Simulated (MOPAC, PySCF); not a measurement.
CH7B2N, SMILES `BN(B)C` (H–B–N–C torsion -180°, C–N–B–H torsion 180°), neutral singlet in the gas phase. 

Cartesian coordinates (Å):
```xyz
11

B     -0.9320     1.1232     0.2245
N     -0.1539    -0.0188    -0.1122
B     -0.7712    -1.2432    -0.4808
C      1.3163     0.0896    -0.0734
H     -2.1170     1.0457     0.2018
H     -0.3773     2.1372     0.5223
H     -1.9574    -1.3085    -0.5005
H     -0.0896    -2.1809    -0.7641
H      1.7679    -0.8370    -0.4210
H      1.6559     0.9071    -0.7091
H      1.6582     0.2856     0.9434
```
Charge 0, spin multiplicity 1.

All levels are single points at this geometry (B3LYP-D3(BJ)/def2-TZVP); Pople sets use spherical d functions. Orbital energies aren't observables, and empty levels follow the basis.

```
level                            HOMO (eV)  LUMO (eV)  gap (eV)  dipole (D)  vertical IE, Delta-SCF (eV)
-------------------------------  ---------  ---------  --------  ----------  ---------------------------
PBE-D3(BJ)/def2-TZVP in PySCF        -7.51      -2.31      5.20        1.58                            –
ωB97X-D3(BJ)/def2-TZVP in PySCF     -11.17       0.87     12.04        1.46                        10.97
B3LYP/3-21G in PySCF                 -8.37      -1.20      7.17        1.74                            –
AM1 in MOPAC                        -10.89       1.70     12.59        1.10                            –
PM3 in MOPAC                        -11.56      -0.09     11.47        1.93                            –
PM6 in MOPAC                        -10.87      -0.20     10.66        1.70                            –
```
